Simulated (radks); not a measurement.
Q: Er16+, 52 electrons, occupied as [Ar] 3d10 4s2 4p5.75 4d10 4f6 5p0.25 (fractional occupations, a model configuration). Calculated with a radial shooting solver on a logarithmic mesh with Libxc functionals: scalar-relativistic Kohn-Sham, r2SCAN, spin-polarised, spherical densities, finite nucleus; open shells are filled with parallel spins first (spin-orbit coupling, left out, can overturn this in heavy ions); meta-GGA in the generalised Kohn-Sham scheme; Fermi nuclear charge, rms radius 5.2516 fm. Some entries of the table are withheld. Estimate them.

| orbital | occ. | eigenvalue (eV) | <r^2> (bohr^2) |
|---|---|---|---|
| 1s up | 1 | -57821.61 | 0.0005681 |
| 1s down | 1 | -57821.33 | 0.0005681 |
| 2s up | 1 | -10049.17 | 0.008834 |
| 2s down | 1 | -10049.09 | 0.008833 |
| 2p up | 3 | -8928.449 | 0.007190 |
| 2p down | 3 | -8928.226 | 0.007189 |
| 3s up | 1 | -2554.047 | 0.05788 |
| 3s down | 1 | -2548.767 | 0.05772 |
| 3p up | 3 | -2211.353 | 0.05831 |
| 3p down | 3 | -2206.022 | 0.05812 |
| 3d up | 5 | -1781.680 | 0.04875 |
| 3d down | 5 | -1777.522 | 0.04852 |
| 4s up | 1 | -799.3247 | 0.2802 |
| 4s down | 1 | -788.8084 | 0.2813 |
| 4p up | 3 | -683.3719 | 0.3112 |
| 4p down | 2.75 | -673.0868 | 0.3126 |
| 4d up | 5 | -527.1529 | 0.3497 |
| 4d down | 5 | -516.8536 | 0.3519 |
| 4f up | 6 | -352.9070 | 0.3972 |
| 5s up | 0 | -344.6370 | 1.119 |
| 4f down | 0 | -342.0515 | 0.4036 |
| 5s down | 0 | -336.8846 | 1.135 |
| 5p up | 0.25 | -304.4679 | 1.290 |
| 5p down | 0 | -297.1674 | 1.316 |
| 5d up | 0 | -249.4113 | (1) |
| 5d down | 0 | -242.9721 | (2) |

A: 
(1) 5d up <r^2> (bohr^2): 1.594
(2) 5d down <r^2> (bohr^2): 1.642
